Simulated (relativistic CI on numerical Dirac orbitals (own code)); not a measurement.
**Sc3+ in a cubic cluster: L2,3 absorption with charge transfer**

Computed with a charge-transfer multiplet model of a cubic metal-ligand cluster with up to 2 ligand holes, Slater and spin-orbit integrals from Dirac-Coulomb-Breit ions, Slater integrals scaled by 0.7. The ground state mixes d0 with configurations of k ligand holes L, whose averages lie at kΔ + k(k − 1)U_dd/2; a core hole lowers each added d electron by U_cd. 300 K, Lorentzian 0.4 eV and Gaussian 0.3 eV FWHM.

Atomic integrals in eV (Slater integrals scaled, ζ unscaled), ground: F2dd 4.121, F4dd 2.525, zeta_d 0.005; with the core hole: F2dd 4.121, F4dd 2.525, zeta_d 0.020, zeta_core 3.005, F2cd 3.598, G1cd 2.586, G3cd 1.465. Where a configuration has fewer than two d electrons, the dd integrals are those of d2.

Cluster parameters (eV): U_dd = 4.7, U_cd = 5.9, 10Dq = 1.2, 10Dq(ligand) = 1.6, V(eg) = 3.15, V(t2g) = -1.49, final-state hopping factor = 0.9.

Weights, n_d and S are thermal averages at 300 K. Photon energies count from the first peak over 30 % of the highest in each spectrum, which can be another peak from case to case. The parameters are a model scan and need not match a compound or its usual spin state. Peaks in eV (height, largest 100): 0.0 (51), 2.0 (91), 4.2 (72), 6.3 (100).

Task: Which parameters give this spectrum?
A. Δ = 3.1 eV
B. Δ = 7.1 eV
C. Δ = 5.1 eV

Result: A. Δ = 3.1 eV; the ground state then has 0.74 d electrons and S = 0.00. The choice follows from running the model for each set and comparing peak positions and heights. The space is cut while the next configuration still counts.
